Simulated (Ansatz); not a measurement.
Cost and result for the atomization energy of C₂H₇NOSi, SMILES `C/C(O)=N\[SiH3]` (12 atoms, 11 bonds).

Cartesian coordinates in Å:
```
C 0.6197 -1.2510 -0.7402
C 0.0239 -0.7410 0.5321
O -0.0229 -1.7203 1.4552
N -0.4041 0.4096 0.8117
Si -0.4979 1.8611 -0.0967
H 0.0230 -2.0858 -1.1140
H 0.6672 -0.4695 -1.4947
H 1.6235 -1.6347 -0.5456
H -0.4164 -1.3220 2.2444
H -1.9202 2.2834 -0.1670
H 0.0240 1.7589 -1.4941
H 0.2803 2.9113 0.6089
```

Total charge 0; spin multiplicity 1. All single points use the PBE0-D4/def2-TZVP geometry. It is one conformer, not always the lowest. Program: Ansatz. All runs use 4 threads of an Arm Neoverse V1 on a shared host. Times are those of one run each, without the atoms' runs, and a repeat can differ threefold. Electronic energies, without spin–orbit coupling; frozen cores. CCSD(T)/CBS adds CCSD(T) − MP2 in def2-TZVPP to the MP2 limit, and its time is that of the two runs behind it. T1 = 0.013. B3LYP takes the VWN-RPA correlation (the form of Gaussian; ORCA's B3LYP/G).

CCSD(T)/CBS is a level of theory with its own doubt, some kJ/mol a heavy atom from the limit and from the frozen cores, so smaller differences don't rank the functionals.

| level | functions | wall time | atomization (kcal/mol) | difference from CCSD(T)/CBS | per bond |
| --- | --- | --- | --- | --- | --- |
| PBE-D4/def2-TZVPP (with forces) | 264 | 2.7 s | 1102.0 | 23.9 | 2.2 |
| PBE0-D4/def2-TZVPP | 264 | 3.1 s | 1079.3 | 1.2 | 0.1 |
| B3LYP-D4/def2-TZVPP (with forces) | 264 | 4.9 s | 1081.6 | 3.5 | 0.3 |
| r2SCAN-D4/def2-TZVPP (with forces) | 264 | 5.5 s | 1080.0 | 1.9 | 0.2 |
| B2PLYP/def2-TZVPP | 264 | 6.5 s | 1068.6 | -9.5 | -0.9 |
| ωB97X-V/def2-TZVPP | 264 | 8 s | 1083.6 | 5.5 | 0.5 |
| ωB97M-V/def2-TZVPP (with forces) | 264 | 12 s | 1083.0 | 4.9 | 0.4 |
| MP2/def2-QZVPP | 508 | 27 s | 1082.1 | 4.0 | 0.4 |
| CCSD(T)/def2-TZVPP | 264 | 3.3 min | 1048.2 | -29.9 | -2.7 |
| CCSD(T)/CBS(def2) | – | 3.7 min | 1078.1 | 0.0 | 0.0 |

From PBE to PBE0 (25 % exact exchange), in def2-TZVPP and without D4, the atomization energy moves by −21.8 kcal/mol: exact exchange takes away binding that semilocal exchange gives to molecules. The D4 term adds +8.9 kcal/mol with B3LYP and +4.7 kcal/mol with PBE0; it sums over pairs of atoms, weighted by their polarisabilities, and B3LYP, whose exchange is more repulsive, gets the larger term. In def2-TZVPP, CCSD(T) changes the Hartree–Fock value by +279.8 kcal/mol (the triples alone add +16.9 kcal/mol) and MP2 by +295.9 kcal/mol; breaking electron pairs costs correlation energy, which Hartree–Fock lacks.
